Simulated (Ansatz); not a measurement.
Born–Oppenheimer molecular dynamics of a periodic cell of 18 atoms, H11C2NO4 (contents 4 H2O + 1 CH3CN, density as packed 0.91 g/cm³ with natural masses). It starts from a partly relaxed structure (largest force component 0.29 eV/Å).

The calculation used Ansatz 0.2.0, DFT PBE-D3(BJ), scalar-relativistic, plane waves, PAW. Settings: accuracy low, cutoff 420 eV, k mesh 1x1x1, fermi-dirac smearing 0.05 eV, no spin polarisation.

```yaml
ensemble: NVT, Langevin thermostat
time_step: 0.5 fs
steps_asked: 300
set_temperature: 300 K
friction: 0.02 /fs
seed: 957906
```

Frames 2.5 fs apart, positions in Å.

Velocities at 55.0 fs (Å/ps):

```
O -0.84 5.47 -0.23
H -2.75 -4.17 23.88
H 7.38 33.25 8.61
O 0.80 7.98 -0.77
H 10.13 7.08 14.20
H 0.90 18.86 4.82
O -0.40 1.36 2.21
H -14.87 -3.21 -19.03
H 31.44 -15.37 18.52
O 0.66 -1.38 0.48
H 29.00 36.02 -7.16
H 0.28 -7.70 4.06
C -5.00 7.22 -0.98
C -7.60 -3.85 6.55
N 0.68 0.80 -5.37
H 0.12 -2.64 -3.55
H -8.59 -3.18 -1.09
H -3.11 15.66 25.41
```

```xyz
18
Lattice="5.9155 0.0000 0.0000 0.0000 5.9155 0.0000 0.0000 0.0000 5.9155" Properties=species:S:1:pos:R:3 time_fs=55.0 energy_less_start_eV=0.585 T=278
O 3.859 3.441 2.856
H 4.322 3.538 2.021
H 3.274 2.580 2.871
O 2.453 1.399 3.076
H 2.704 0.619 3.638
H 1.843 0.970 2.435
O 2.524 5.019 4.530
H 1.633 4.707 4.170
H 3.224 4.494 4.010
O -0.014 2.430 4.489
H -0.741 2.691 3.854
H 0.698 1.840 4.109
C 4.956 5.056 5.712
C 5.811 5.554 6.687
N 6.478 5.930 7.592
H 3.877 5.091 6.011
H 4.979 5.748 4.867
H 5.394 4.026 5.427
18
Lattice="5.9155 0.0000 0.0000 0.0000 5.9155 0.0000 0.0000 0.0000 5.9155" Properties=species:S:1:pos:R:3 time_fs=57.5 energy_less_start_eV=0.635 T=281
O 3.859 3.452 2.854
H 4.320 3.534 2.054
H 3.313 2.658 2.881
O 2.453 1.422 3.074
H 2.719 0.628 3.678
H 1.845 1.013 2.441
O 2.521 5.020 4.534
H 1.645 4.712 4.131
H 3.255 4.481 4.062
O -0.013 2.423 4.488
H -0.650 2.772 3.827
H 0.680 1.849 4.109
C 4.946 5.069 5.708
C 5.797 5.546 6.711
N 6.478 5.931 7.575
H 3.895 5.076 5.997
H 4.970 5.753 4.843
H 5.360 4.077 5.482
18
Lattice="5.9155 0.0000 0.0000 0.0000 5.9155 0.0000 0.0000 0.0000 5.9155" Properties=species:S:1:pos:R:3 time_fs=60.0 energy_less_start_eV=0.564 T=303
O 3.866 3.470 2.859
H 4.346 3.533 2.002
H 3.309 2.662 2.884
O 2.455 1.440 3.075
H 2.704 0.666 3.675
H 1.823 1.047 2.433
O 2.519 5.014 4.536
H 1.735 4.732 4.101
H 3.217 4.497 4.115
O -0.011 2.420 4.487
H -0.546 2.830 3.773
H 0.653 1.872 4.080
C 4.932 5.081 5.697
C 5.790 5.539 6.744
N 6.476 5.935 7.555
H 3.899 5.046 6.006
H 4.977 5.757 4.813
H 5.309 4.098 5.499
18
Lattice="5.9155 0.0000 0.0000 0.0000 5.9155 0.0000 0.0000 0.0000 5.9155" Properties=species:S:1:pos:R:3 time_fs=62.5 energy_less_start_eV=0.676 T=255
O 3.876 3.489 2.865
H 4.350 3.526 1.969
H 3.270 2.609 2.875
O 2.453 1.456 3.079
H 2.671 0.731 3.654
H 1.801 1.065 2.440
O 2.518 5.017 4.541
H 1.756 4.720 4.050
H 3.203 4.492 4.138
O -0.010 2.419 4.486
H -0.457 2.849 3.713
H 0.675 1.881 4.010
C 4.921 5.094 5.685
C 5.770 5.526 6.766
N 6.481 5.941 7.549
H 3.883 5.033 6.054
H 5.016 5.747 4.814
H 5.258 4.055 5.480
18
Lattice="5.9155 0.0000 0.0000 0.0000 5.9155 0.0000 0.0000 0.0000 5.9155" Properties=species:S:1:pos:R:3 time_fs=65.0 energy_less_start_eV=0.729 T=199
O 3.887 3.501 2.865
H 4.296 3.516 2.010
H 3.270 2.619 2.858
O 2.446 1.473 3.076
H 2.668 0.730 3.685
H 1.785 1.077 2.456
O 2.510 5.022 4.547
H 1.724 4.699 3.999
H 3.236 4.469 4.111
O -0.007 2.418 4.483
H -0.396 2.850 3.691
H 0.689 1.911 3.974
C 4.910 5.102 5.677
C 5.745 5.512 6.776
N 6.496 5.949 7.552
H 3.877 5.044 6.088
H 5.058 5.750 4.816
H 5.208 4.015 5.439
18
Lattice="5.9155 0.0000 0.0000 0.0000 5.9155 0.0000 0.0000 0.0000 5.9155" Properties=species:S:1:pos:R:3 time_fs=67.5 energy_less_start_eV=0.718 T=214
O 3.896 3.512 2.865
H 4.245 3.518 1.996
H 3.312 2.687 2.842
O 2.438 1.487 3.073
H 2.687 0.720 3.720
H 1.774 1.071 2.470
O 2.502 5.024 4.541
H 1.757 4.702 3.995
H 3.236 4.484 4.078
O -0.002 2.416 4.475
H -0.382 2.847 3.694
H 0.707 1.950 4.003
C 4.896 5.104 5.678
C 5.728 5.502 6.782
N 6.508 5.957 7.555
H 3.873 5.074 6.095
H 5.075 5.770 4.815
H 5.141 4.040 5.406
18
Lattice="5.9155 0.0000 0.0000 0.0000 5.9155 0.0000 0.0000 0.0000 5.9155" Properties=species:S:1:pos:R:3 time_fs=70.0 energy_less_start_eV=0.651 T=254
O 3.908 3.525 2.867
H 4.224 3.535 1.909
H 3.339 2.748 2.833
O 2.435 1.493 3.077
H 2.680 0.760 3.714
H 1.772 1.049 2.490
O 2.494 5.024 4.529
H 1.783 4.710 4.015
H 3.194 4.543 4.060
O 0.006 2.411 4.462
H -0.422 2.845 3.698
H 0.790 1.979 4.071
C 4.882 5.103 5.688
C 5.727 5.497 6.793
N 6.515 5.959 7.553
H 3.848 5.117 6.078
H 5.079 5.794 4.830
H 5.085 4.092 5.383
18
Lattice="5.9155 0.0000 0.0000 0.0000 5.9155 0.0000 0.0000 0.0000 5.9155" Properties=species:S:1:pos:R:3 time_fs=72.5 energy_less_start_eV=0.495 T=291
O 3.926 3.541 2.861
H 4.188 3.584 1.885
H 3.311 2.740 2.843
O 2.432 1.493 3.083
H 2.671 0.810 3.702
H 1.782 1.027 2.496
O 2.489 5.028 4.522
H 1.726 4.699 3.997
H 3.192 4.586 4.028
O 0.016 2.404 4.452
H -0.487 2.831 3.709
H 0.887 2.025 4.142
C 4.867 5.107 5.704
C 5.736 5.499 6.810
N 6.514 5.961 7.543
H 3.829 5.156 6.038
H 5.072 5.811 4.867
H 5.064 4.106 5.356
18
Lattice="5.9155 0.0000 0.0000 0.0000 5.9155 0.0000 0.0000 0.0000 5.9155" Properties=species:S:1:pos:R:3 time_fs=75.0 energy_less_start_eV=0.527 T=302
O 3.945 3.554 2.844
H 4.134 3.646 1.929
H 3.287 2.728 2.867
O 2.427 1.497 3.083
H 2.681 0.804 3.736
H 1.798 1.030 2.486
O 2.478 5.034 4.514
H 1.659 4.713 4.002
H 3.217 4.614 3.975
O 0.031 2.396 4.444
H -0.536 2.783 3.723
H 0.940 2.121 4.205
C 4.854 5.112 5.718
C 5.745 5.496 6.827
N 6.515 5.962 7.531
H 3.809 5.202 6.008
H 5.058 5.826 4.921
H 5.063 4.088 5.331
18
Lattice="5.9155 0.0000 0.0000 0.0000 5.9155 0.0000 0.0000 0.0000 5.9155" Properties=species:S:1:pos:R:3 time_fs=77.5 energy_less_start_eV=0.509 T=263
O 3.951 3.565 2.832
H 4.094 3.695 1.892
H 3.304 2.752 2.881
O 2.426 1.504 3.084
H 2.707 0.792 3.762
H 1.808 1.044 2.462
O 2.461 5.041 4.504
H 1.657 4.768 4.034
H 3.209 4.633 3.917
O 0.041 2.392 4.438
H -0.534 2.717 3.740
H 0.980 2.239 4.215
C 4.844 5.116 5.738
C 5.744 5.487 6.832
N 6.518 5.966 7.529
H 3.773 5.236 5.986
H 5.039 5.873 4.959
H 5.069 4.085 5.316
18
Lattice="5.9155 0.0000 0.0000 0.0000 5.9155 0.0000 0.0000 0.0000 5.9155" Properties=species:S:1:pos:R:3 time_fs=80.0 energy_less_start_eV=0.494 T=298
O 3.950 3.575 2.828
H 4.088 3.747 1.834
H 3.366 2.786 2.886
O 2.427 1.511 3.088
H 2.709 0.818 3.738
H 1.816 1.051 2.433
O 2.447 5.049 4.492
H 1.656 4.829 4.042
H 3.144 4.665 3.896
O 0.050 2.390 4.439
H -0.512 2.654 3.705
H 0.991 2.360 4.173
C 4.839 5.113 5.763
C 5.736 5.474 6.824
N 6.523 5.968 7.534
H 3.754 5.250 5.976
H 5.018 5.912 4.986
H 5.064 4.141 5.331
18
Lattice="5.9155 0.0000 0.0000 0.0000 5.9155 0.0000 0.0000 0.0000 5.9155" Properties=species:S:1:pos:R:3 time_fs=82.5 energy_less_start_eV=0.551 T=279
O 3.951 3.587 2.817
H 4.056 3.778 1.867
H 3.406 2.785 2.894
O 2.428 1.524 3.093
H 2.688 0.830 3.693
H 1.845 1.054 2.434
O 2.434 5.058 4.479
H 1.575 4.866 4.022
H 3.066 4.683 3.874
O 0.060 2.389 4.448
H -0.492 2.606 3.635
H 0.984 2.468 4.104
C 4.837 5.112 5.785
C 5.730 5.463 6.819
N 6.527 5.964 7.538
H 3.755 5.239 5.992
H 5.003 5.917 5.021
H 5.052 4.173 5.351
```

Of the whole run (150 fs, mean temperature of the second half 304 K): A run of 0.15 ps of so small a system gives no equilibrium averages. Limits of this set-up: coarse k mesh, low accuracy level.

Time of the run: 4.2 min on 1 thread of Arm Neoverse V1, with other jobs on the host, peak memory 0.31 GiB.
